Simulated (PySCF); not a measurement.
**How methods differ on the excitation energy of Al⁺**

Al⁺ [Ne] 3s2 (1S) → Al⁺ [Ne] 3s1 3p1 (3P), as a difference of total energies. Calculation: PySCF 2.14, in aug-cc-pV(Q+d)Z; the non-relativistic Hamiltonian (point nucleus). Correlated levels: valence: [Ne] frozen. The calculations carry no spin-orbit coupling.

**Question.** Order these methods by the excitation energy they give, lowest first.
A. CCSD (valence)
B. MP2 (valence)
C. SCS-MP2 (valence)
D. UHF

**Answer.** D (3.520 eV), B (4.241 eV), C (4.447 eV), A (4.488 eV).

Errors of the correlated levels include the incompleteness of this basis and the frozen core.

With two correlated electrons CCSD is exact in that space.

For comparison: 4.651 eV (measured; NIST levels, between the centres of gravity of the two terms).
